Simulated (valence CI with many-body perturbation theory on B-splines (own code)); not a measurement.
## Level structure of Zn¹⁶⁺

Calculated by relativistic CI+MBPT: four valence electrons over a frozen Dirac-Fock core [Ne], radial functions for each j: 9 s, 9 p, 8 d, 6 f, 3 g, 1 h, with the one-electron correlation potential Σ1 (screened to all orders), the two-electron term Σ2, the three-electron term Σ3, Breit, model QED; selected single and double excitations, second order for the rest, scaled by the run's own slope (own B-spline code, finite nucleus).

No measured spectrum was set against this ion. As an estimate, levels of excited configurations hold to 0.05 to 0.15 % of their energy, terms of the ground configuration to about 0.5 %.

Levels 1 to 35 of 35, with energies above the lowest level, 3s²3p² ³P_0. "Leading %" is the weight of the configuration and term that name the level; weights of strongly mixed levels are sums over their largest components and can fall short, so below about 35 % the name and the second component can differ from the true leading terms, or belong to a minority configuration. Lifetimes count E1, E2, E3, M1 and M2 decay at the calculated energies, and are blank where another channel may lead or the interval is too uncertain; long ones can be off by a factor of two.

| No. | Configuration | Term | J | E (eV) | Leading % | g | Lifetime |
| --- | --- | --- | --- | --- | --- | --- | --- |
| 1 | 3s²3p² | ³P | 0 | 0.00 | 90 |  |  |
| 2 | 3s²3p² | ³P | 1 | 2.85 | 97 | 1.500 | 4.96 ms |
| 3 | 3s²3p² | ³P | 2 | 4.82 | 76 | 1.392 | 23.2 ms |
| 4 | 3s²3p² | ¹D | 2 | 10.26 | 76 | 1.106 | 838 μs |
| 5 | 3s²3p² | ¹S | 0 | 17.00 | 89 |  | 166 μs |
| 6 | 3s3p³ | ⁵S° | 2 | 37.10 | 96 | 1.984 | 14.6 ns |
| 7 | 3s3p³ | ³D° | 1 | 48.05 | 79 | 0.585 | 310 ps |
| 8 | 3s3p³ | ³D° | 2 | 48.15 | 77 | 1.210 | 378 ps |
| 9 | 3s3p³ | ³D° | 3 | 49.20 | 88 | 1.332 | 464 ps |
| 10 | 3s3p³ | ³P° | 0 | 55.15 | 90 |  | 147 ps |
| 11 | 3s3p³ | ³P° | 1 | 55.46 | 81 | 1.428 | 141 ps |
| 12 | 3s3p³ | ³P° | 2 | 55.66 | 62 | 1.394 | 164 ps |
| 13 | 3s3p³ | ¹D° | 2 | 60.69 | 45 | 1.072 | 131 ps |
| 14 | 3s3p³ | ³S° | 1 | 67.64 | 67 | 1.696 | 12.7 ps |
| 15 | 3s²3p3d | ³F° | 2 | 69.29 | 94 | 0.678 | 464 ps |
| 16 | 3s²3p3d | ³F° | 3 | 71.04 | 95 | 1.085 | 778 ps |
| 17 | 3s3p³ | ¹P° | 1 | 72.90 | 59 | 1.286 | 16.1 ps |
| 18 | 3s²3p3d | ³F° | 4 | 73.85 | 98 | 1.249 |  |
| 19 | 3s²3p3d | ³P° | 2 | 77.91 | 46 | 1.284 | 14.9 ps |
| 20 | 3s²3p3d | ³D° | 1 | 79.30 | 49 | 0.919 | 12.3 ps |
| 21 | 3s²3p3d | ¹D° | 2 | 81.20 | 35 | 1.094 | 12.0 ps |
| 22 | 3s²3p3d | ³P° | 0 | 81.72 | 88 |  | 15.9 ps |
| 23 | 3s²3p3d | ³P° | 1 | 82.39 | 51 | 1.090 | 13.2 ps |
| 24 | 3s²3p3d | ³D° | 3 | 82.58 | 84 | 1.320 | 11.7 ps |
| 25 | 3s²3p3d | ³D° | 2 | 82.99 | 48 | 1.278 | 13.0 ps |
| 26 | 3s²3p3d | ¹F° | 3 | 89.91 | 94 | 1.008 | 11.0 ps |
| 27 | 3s²3p3d | ¹P° | 1 | 92.28 | 83 | 0.989 | 13.6 ps |
| 28 | 3p⁴ | ³P | 2 | 98.40 | 51 | 1.416 | 80.6 ps |
| 29 | 3p⁴ | ³P | 1 | 101.88 | 54 | 1.452 | 82.2 ps |
| 30 | 3p⁴ | ³P | 0 | 102.23 | 53 |  | 71.3 ps |
| 31 | 3s3p²3d | ⁵F | 1 | 102.79 | 92 | 0.088 | 1.08 ns |
| 32 | 3s3p²3d | ⁵F | 2 | 103.34 | 88 | 1.035 | 1.80 ns |
| 33 | 3p⁴ | ¹D | 2 | 103.74 | 52 | 1.079 | 114 ps |
| 34 | 3s3p²3d | ⁵F | 3 | 104.32 | 89 | 1.274 | 3.50 ns |
| 35 | 3s3p²3d | ⁵F | 4 | 105.74 | 91 | 1.359 | 27.1 ns |

Names give the largest LS component (configuration and term), which can be under half, so a name can repeat, a term be missing and a line seem to break the LS rules; names also repeat where a configuration has a term twice.

Where two levels of one J and parity lie close, their mixing, g and order are uncertain.

The ionisation energy to 3s²3p ²P°1/2 of the next ion comes out as 577.02 eV (NIST: 577.8 ± 1.3 eV (semi-empirical)). All 35 levels together are meant to be complete up to 106.90 eV.
